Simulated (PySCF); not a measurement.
Species: C6H6N (doublet state).
Cartesian coordinates in Å at the GFN2-xTB level; atoms count from 1:
```
atom  x, y, z in Å
C1     2.1343   -0.6195   -0.7879
C2     0.8496   -0.4696   -0.7614
C3    -0.2183    0.2531   -0.1321
C4    -0.1867    1.6592   -0.3762
N5    -0.1394    2.7856   -0.5774
C6    -1.6041   -0.3808   -0.0026
C7    -0.7694   -0.2114    1.2142
H8     2.6116   -1.3006   -1.4772
H9     2.8254   -0.0877   -0.1306
H10   -1.7174   -1.3713   -0.4169
H11   -2.4582    0.2653   -0.1411
H12   -1.0339    0.5586    1.9237
H13   -0.2979   -1.0805    1.6477
```

The hyperfine couplings belong to this conformer and change with its torsions.

As a line formula: `C=[C]C1(C#N)CC1` [radical].

Computed, not measured: UKS B3LYP, pcH-1 on C H N, non-relativistic, mean-field spin-orbit, GIAO (PySCF 2.14.0). The structure is a single GFN2-xTB conformer in the gas phase; no vibrational or solvent corrections. The geometry wasn't refined by DFT: couplings that depend on bond lengths, twists or pyramidal angles can differ widely from those at the functional's own minimum. No stability test was run, so a lower SCF solution isn't excluded.

Computed for the main isotopes (class means, splittings of 0.05 mT or more): g = 2.0022; H9 1H +176.3 MHz (6.29 mT); H8 1H +113.8 MHz (4.06 mT); H11/H12 1H +5.8 MHz (0.21 mT); H10/H13 1H -3.9 MHz (0.14 mT); 36 first-order lines, 11.05 mT wide.

Question: What changes when 1H at H8 is replaced by 2H?

Answer: At a fixed geometry a is proportional to g_N: 0.85744/5.58569 = 0.1535, so a goes from +113.8 to +17.5 MHz (0.623 mT). The spin goes from 1/2 to 1, so the 1:1 doublet becomes a 1:1:1 triplet. The spectrum then has 54 first-order lines over 8.23 mT.

Question: Where do the 13C satellites of C2 appear, and how strong are they?

Answer: a = +273.1 MHz, or 9.75 mT in magnitude, and I = 1/2, so to first order each main line has two satellites, at ±4.87 mT. The isotope's abundance is about 1.07 %, shared among 2 lines, so each has 0.54 % of the main line's intensity. At 340 mT second-order shifts move them to lower field by up to 0.07 mT.

Question: Give position and intensity of the satellites from 13C at C6/C7.

Answer: a = +28.4 MHz (class mean), or 1.01 mT in magnitude, and I = 1/2, so to first order each main line has two satellites, at ±0.51 mT. The isotope's abundance is about 1.07 % at each of 2 sites, shared among 2 lines, so each has 1.1 % of the main line's intensity.

Question: Give position and intensity of the satellites from 13C at C4.

Answer: a = +18.7 MHz, or 0.67 mT in magnitude, and I = 1/2, so to first order each main line has two satellites, at ±0.33 mT. The isotope's abundance is about 1.07 %, shared among 2 lines, so each has 0.54 % of the main line's intensity.

Class means assume fast exchange of nuclei equivalent by connectivity; if that motion is slow, each nucleus keeps its own coupling.
